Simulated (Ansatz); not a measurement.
Reactions of GeH7NSi2 (`[SiH3][N]([SiH3])[GeH]`).

Gas-phase electronic energies from Ansatz, PBE0-D4/def2-TZVP geometries. CCSD(T)/CBS adds triple-zeta CCSD(T) − MP2 to the extrapolated MP2 energy (def2 sets, frozen cores). This one scheme is used for every species. Functionals use def2-TZVPP. For Ge outer-core shells are correlated without core-valence functions, which leaves a few kJ/mol of doubt a bond. Scalar relativity is left out up to krypton.

| reaction | MP2/CBS(def2) (kcal/mol) | LDA (SPW92) (kcal/mol) | CCSD(T)/CBS(def2) (kcal/mol) |
| --- | --- | --- | --- |
| `[SiH3][N]([SiH3])[GeH]` + CH₃SH → `C[S][GeH]` + `[SiH3]N[SiH3]` | -9.0 | -12.0 | -8.9 |
| `[SiH3][N]([SiH3])[GeH]` + `CC` → `C[CH2][GeH]` + `[SiH3]N[SiH3]` | 26.8 | 25.9 | 25.7 |
| `[SiH3][N]([SiH3])[GeH]` + NH₃ → `[NH2][GeH]` + `[SiH3]N[SiH3]` | 2.5 | -0.4 | 1.8 |
| `[SiH3][N]([SiH3])[GeH]` + H₂O → `[OH][GeH]` + `[SiH3]N[SiH3]` | 2.6 | 0.0 | 1.6 |

Largest T1 diagnostic: 0.016, for `[OH][GeH]`.
